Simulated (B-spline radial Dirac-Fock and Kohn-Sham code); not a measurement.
**Sb²⁺: non-radiative channels of the K vacancy**

System: the Sb²⁺ ion in the configuration 1s2 2s2 2p6 3s2 3p6 3d10 4s2 4p6 4d10 5s2 5p1, inside a Watson sphere of charge -2 and radius 3 Å (a model of the Madelung potential; inside it an electron's potential energy is raised by 9.6 eV).

Input of the calculation (task.json; shells as n, l, electrons):

```json
{"items": [{
  "Z": 51,
  "q": 2,
  "cfg": [[1, 0, 2], [2, 0, 2], [2, 1, 6], [3, 0, 2], [3, 1, 6], [3, 2, 10], [4, 0, 2], [4, 1, 6], [4, 2, 10], [5, 0, 2], [5, 1, 1]],
  "A": 121,
  "rrms": 4.6802,
  "watson": [-2, 3.0],
  "do": ["binding", "quiet", "decay"],
  "holes": ["K", "L1", "L2", "L3", "M1", "M2", "M3", "M4", "M5", "N1", "N2", "N3", "N4", "N5"]
}]}
```

Command: `python xray_run.py task.json out`

Method: independent-particle rates on relativistic LDA orbitals of the hole state (multipoles up to L = 3, Coulomb Auger matrix elements, transition energies from Dirac-Fock). Computed with a radial B-spline solver. Kinetic energies are configuration averages from the vacuum level; the two-hole energies are estimated from single-hole states. The rates lack the Breit term, which in heavy atoms raises K-L1L1 and K-L1L2.

```tsv
transition	kinetic energy (eV)	width (meV)	share (%)
K-L1L1	20927.8	75.1	6.3
K-L1L2	21259.1	95.3	8.0
K-L1L3	21511.3	133	11.2
K-L2L2	21542.7	14.6	1.2
K-L2L3	21806.7	324	27.4
K-L3L3	22056.8	161	13.6
K-L1M1	24766.1	26.2	2.2
K-L1M2	24893.5	17.8	1.5
K-L1M3	24942.3	24.9	2.1
K-L2M1	25086.0	13.8	1.2
K-L2M3	25263.5	51.3	4.3
K-L3M1	25334.8	19.2	1.6
K-L3M2	25463.5	49.7	4.2
K-L3M3	25514.2	51.6	4.4
K-L2N3	25958.5	9.53	0.8
K-L3N3	26207.4	9.63	0.8
```

The listed channels hold 91 % of the non-radiative rate. Summed by principal shells, of 1.18 eV in all: KLL 67.8 %, KLM 24.4 %, KLN 4.6 %, KMM 2.1 %, KMN 0.8 %, KLO 0.2 %.
